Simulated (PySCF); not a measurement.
# Computed records: H4OSi2

Calculation on a computer-drawn molecule: optimised geometry and harmonic frequencies of an isolated molecule of the commonest isotopes, restricted reference for singlets and unrestricted otherwise, frozen core in MP2. Program: PySCF 2.14.0.

H4OSi2

Start structure:
```xyz
7
H4OSi2
Si     1.1037     0.0838    -0.6230
O     -0.3571     0.7926    -0.1703
Si    -1.8723     1.2304    -0.3775
H      0.7504    -0.1195    -2.0660
H     -1.8295     2.7244    -0.0254
H     -2.6470     0.4819     0.6239
H     -2.2916     1.0997    -1.7261
```

It was run with charge 0, multiplicity 1, method HF and basis cc-pV(D+d)Z.

It finds rotational constants 46.91, 3.164, 3.07 GHz; total energy -655.0939 hartree; convergence status largest gradient component 8.309e-07 hartree/bohr.

Drawn bonds:
| atom | other atom | order |
| --- | --- | --- |
| 1 | 2 | 1 |
| 2 | 3 | 1 |
| 1 | 4 | 1 |
| 3 | 5 | 1 |
| 3 | 6 | 1 |
| 3 | 7 | 1 |

Optimised structure:
```xyz
7
H4OSi2
Si     1.1196     0.0966    -0.6653
O     -0.2674     0.7683    -0.0740
Si    -1.8209     1.2749    -0.3261
H      0.6633    -0.1235    -2.1123
H     -1.9095     2.7166    -0.0215
H     -2.7212     0.5212     0.5686
H     -2.2071     1.0393    -1.7338
```

Modes:
| frequency (cm⁻¹) | reduced mass (dalton) |
| --- | --- |
| 67.12 | 1.401 |
| 134.8 | 4.216 |
| 203.1 | 1.591 |
| 605.2 | 7.532 |
| 783.6 | 1.216 |
| 790.9 | 1.185 |
| 958 | 1.155 |
| 1030 | 1.766 |
| 1038 | 1.055 |
| 1043 | 1.22 |
| 1109 | 1.842 |
| 2047 | 1.044 |
| 2322 | 1.048 |
| 2332 | 1.052 |
| 2341 | 1.021 |
